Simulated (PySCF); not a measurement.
**Electron correlation in Al⁺ (aluminium, charge +1)**

[Ne] 3d2, high-spin 3F determinant (an excited configuration). Calculation: PySCF 2.14, in aug-cc-pwCVDZ; the non-relativistic Hamiltonian (point nucleus). Frozen: [Ne]; 2 electrons correlated.

With two correlated electrons CCSD is exact within the correlated space (frozen core and kept virtual orbitals).

```
level  correlation energy (mhartree)
 CCSD                          -1.15
```

Diagnostics: T1 = 0.00064, D1 = 0.0009, largest double amplitude 0.051.

Problem. Is a single reference adequate?

Solution. Yes: T1 lies below 0.03 and no double amplitude reaches 0.07.
